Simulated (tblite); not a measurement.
C11H16O2.
Geometry (GFN2-xTB, Å), atoms numbered from 1 in this order:
```xyz
29
C11H16O2 angstrom
C     -4.0090    1.4815   -0.6480
C     -2.9913    1.1335   -0.1236
C     -1.7433    0.7278    0.4847
C     -1.0731    1.8607    1.2877
C      0.4241    1.5340    1.2713
C      0.6219    0.8292   -0.0596
C      1.9528    0.1762   -0.3398
O      2.1326   -0.9016    0.5524
C      3.3674   -1.5485    0.3784
O     -0.0365    1.4463   -1.1384
C     -0.6776    0.3396   -0.5452
C     -0.8903   -0.8938   -1.3869
C     -0.7886   -2.1742   -0.5615
H     -4.9058    1.7862   -1.0982
H     -1.9185   -0.1412    1.1289
H     -1.4741    1.9367    2.2966
H     -1.2461    2.8045    0.7693
H      1.0390    2.4298    1.3563
H      0.6954    0.8375    2.0662
H      2.7580    0.9172   -0.2064
H      1.9829   -0.1733   -1.3824
H      3.3976   -2.3625    1.0999
H      3.4641   -1.9546   -0.6362
H      4.2037   -0.8632    0.5630
H     -0.1400   -0.8996   -2.1798
H     -1.8736   -0.8235   -1.8597
H      0.1382   -2.1797    0.0077
H     -0.8067   -3.0422   -1.2160
H     -1.6235   -2.2549    0.1306
```

Computed with GFN2-xTB (tblite): harmonic, unscaled wavenumbers at the GFN2-xTB geometry, gas phase. Errors from tens to a few hundred cm⁻¹ against measured bands are possible. One conformer, not necessarily the lowest.

Harmonic wavenumbers (cm⁻¹): 49.2, 57.7, 82.1, 98.9, 115.0, 119.7, 159.5, 213.2, 219.5, 228.2, 253.9, 276.7, 320.4, 328.6, 392.3, 441.9, 458.8, 471.7, 514.7, 592.5, 626.2, 646.4, 662.0, 744.4, 784.6, 819.0, 883.9, 933.8, 947.2, 992.4, 999.6, 1012.9, 1032.7, 1056.8, 1068.6, 1090.4, 1098.4, 1109.8, 1119.5, 1135.3, 1158.6, 1169.3, 1178.5, 1196.3, 1212.7, 1225.2, 1240.7, 1254.5, 1267.5, 1299.9, 1320.3, 1329.5, 1338.4, 1406.2, 1413.5, 1462.4, 1467.6, 1474.0, 1479.3, 1486.7, 1489.6, 1493.7, 1499.3, 1507.2, 2292.2, 2842.1, 2884.9, 2897.9, 2920.8, 2921.1, 2967.0, 2986.0, 2989.7, 2999.7, 3005.8, 3017.5, 3028.7, 3035.8, 3041.6, 3047.2, 3399.2.

A = 1437, B = 556.5, C = 470.6 MHz; mass 180.115 u (most abundant isotopes); point group C1, symmetry number 1.

Question: What is the zero-point energy?

Answer: ½Σν̃ = 53403 cm⁻¹ = 152.69 kcal/mol.

Question: Give the ideal-gas entropy at 500 K and 1 bar in the rigid-rotor, harmonic-oscillator model (classical rotation).

Answer: Translation 44.07, rotation 32.67, vibration 76.54: S = 153.3 cal/(mol K).

Question: And Cp and H(500 K) − H(0)?

Answer: Cp = 83.83 cal/(mol K), of which vibrations give 75.88 (their classical limit is 81 R = 161.0); H(500 K) − H(0) = 23.56 kcal/mol without the zero-point energy, 19.59 from vibrations.

Question: Which modes carry the vibrational entropy at 500 K?

Answer: 49.2 cm⁻¹: 5.87; 57.7 cm⁻¹: 5.56; 82.1 cm⁻¹: 4.86; 98.9 cm⁻¹: 4.49; 115.0 cm⁻¹: 4.19; 119.7 cm⁻¹: 4.12 cal/(mol K); the other 75 give 47.45 together.

Question: Blend soft modes into free rotors: weight 1/[1 + (100 cm⁻¹/ν̃)⁴] for the oscillator and the rest for a rotor with moment μB/(μ + B), μ = h/(8π²ν), B = 10⁻⁴⁴ kg m². What vibrational entropy results?

Answer: 71.12 cal/(mol K) in place of 76.54, which changes −T·S at 500 K by +2.71 kcal/mol.

Question: What must be added to the electronic energy to get the Gibbs energy at 500 K and 1 bar?

Answer: ZPE + [H(500 K) − H(0)] − T·S = 152.69 + 23.56 − 76.64 = 99.61 kcal/mol.

Question: How do the functions run with temperature in this model?

Answer: 
| T (K) | S (cal/(mol K)) | Cp (cal/(mol K)) | H − H(0) (kcal/mol) | G − H(0) (kcal/mol) | ln q(vib) |
| --- | --- | --- | --- | --- | --- |
| 150 | 88.9 | 32.8 | 3.06 | -10.28 | 4.68 |
| 250 | 109.0 | 47.1 | 7.04 | -20.20 | 8.81 |
| 298.15 | 117.9 | 54.5 | 9.49 | -25.66 | 10.76 |
| 400 | 136.1 | 70.2 | 15.84 | -38.60 | 14.84 |
| 600 | 169.6 | 95.3 | 32.54 | -69.22 | 22.72 |
| 900 | 213.2 | 119.5 | 65.07 | -126.85 | 33.96 |

q(vib) and H(0) count from the zero-point level.

Hindered rotation and anharmonicity are outside this model. Other conformers, if any are populated, would add a mixing term that is left out. The structure is chiral; the term R ln 2 for an equal mix with its mirror image is left out.
